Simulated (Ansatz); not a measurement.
A nudged elastic band was laid between two geometries of ClH₃Sn (5 atoms, charge 0, multiplicity 1).

All numbers below come from RKS PBE/def2-TZVP (Ansatz 0.2.0).

```json
{
 "movable images": "9",
 "climbing image": "yes",
 "spring": "5.0 eV/Å²",
 "optimiser": "quadratic models (default)",
 "start path": "straight line",
 "force threshold": "0.03 eV/Å",
 "iteration limit": "60",
 "end points": "relaxed"
}
```

Image 0:

```xyz
5
Properties=species:S:1:pos:R:3
Sn 0.325 0.000 0.072
Cl 0.724 0.000 2.395
H 1.872 0.000 -0.665
H -0.565 1.427 -0.266
H -0.565 -1.427 -0.266
```

Image 10:

```xyz
5
Properties=species:S:1:pos:R:3
Sn -0.267 0.000 -0.904
Cl 1.573 0.000 1.373
H 2.683 0.000 0.710
H -1.098 1.270 0.045
H -1.098 -1.270 0.045
```

(1) Which bonds break or form, and what moves?

(2) Give the energies along the band, and the barrier.

(3) What is the geometry of the highest image?

Answers

(1) Bonds broken: Sn1–Cl2, Sn1–H3. Bonds formed: Cl2–H3.

(2) The forces met the threshold. The highest image is number 5 of 0 to 10, 1.73 eV above the first end and 0.38 eV above the last; the last end lies 1.35 eV above the first. Another band between the same ends (9 images) ends at a top of the same energy, where a vibrational analysis finds 1 clearly imaginary mode. The orbitals stay closed-shell, which can raise the energy where a bond breaks towards radicals; this wasn't checked here.

```
image  path coordinate (Å)  energy (eV)  Sn1–Cl2 (Å)  Sn1–H3 (Å)  Cl2–H3 (Å)
    0                 0.00         0.00         2.36        1.71        3.27
    1                 0.30         0.09         2.36        1.70        2.99
    2                 0.60         0.37         2.38        1.69        2.66
    3                 0.90         0.90         2.45        1.69        2.32
    4                 1.20         1.48         2.57        1.72        2.00
    5                 1.50         1.73         2.69        1.83        1.69
    6                 1.79         1.58         2.83        2.05        1.42
    7                 2.08         1.47         2.98        2.38        1.32
    8                 2.36         1.42         2.98        2.72        1.30
    9                 2.65         1.37         2.94        3.04        1.29
   10                 2.93         1.35         2.93        3.36        1.29
```

(3) 
```xyz
5
Properties=species:S:1:pos:R:3:forces:R:3
Sn 0.155 0.000 -0.443 0.00 0.00 0.01
Cl 1.551 0.000 1.860 0.00 0.00 0.00
H 1.863 0.000 0.202 -0.01 0.00 0.00
H -0.888 1.369 -0.175 0.00 0.00 0.00
H -0.888 -1.369 -0.175 0.00 0.00 0.00
```

Run time: 91 s on 2 threads of Arm Neoverse V1, on a shared host, peak memory 0.16 GiB.
